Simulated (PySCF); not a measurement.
SMILES n1cccc(Sc2[se]ccc2)c1 (C9H7NSSe) (GFN2-xTB optimised geometry):

```
19

C     -2.073    -2.358     0.000
C     -2.733    -1.137     0.003
N     -2.100     0.023     0.017
C     -0.784     0.031     0.020
C     -0.024    -1.136     0.000
S      1.747    -1.130     0.025
C      2.112     0.415    -0.731
C      2.971     1.343    -0.225
C      3.177     2.466    -1.060
C      2.496     2.437    -2.234
Se     1.489     0.894    -2.445
C     -0.690    -2.358     0.000
H     -2.625    -3.285    -0.005
H     -3.813    -1.079     0.001
H     -0.315     1.007     0.048
H      3.437     1.231     0.738
H      3.813     3.285    -0.773
H      2.499     3.196    -2.996
H     -0.127    -3.279    -0.002
```

Calculation: PBE0/def2-SVP (PySCF).

Question: What are the frontier orbital energies and the dipole moment?

Answer: HOMO-2 -7.25 eV, HOMO-1 -7.18 eV, HOMO -6.16 eV, LUMO -1.09 eV, LUMO+1 -0.81 eV; dipole moment 0.93 D.

On the same geometry PBE/def2-SVP (PySCF 2.14.0) gives HOMO-2 -6.12 eV, HOMO-1 -5.68 eV, HOMO -5.12 eV, LUMO -1.86 eV, LUMO+1 -1.69 eV; dipole moment 0.99 D.

Meta-Löwdin charges at PBE0/def2-SVP: C1 -0.13, C2 0.01, N3 -0.24, C4 0.00, C5 -0.09, S6 0.13, C7 -0.23, C8 -0.13, C9 -0.13, C10 -0.25, Se11 0.30, C12 -0.09, H13 0.12, H14 0.11, H15 0.12, H16 0.13, H17 0.12, H18 0.13, H19 0.12.
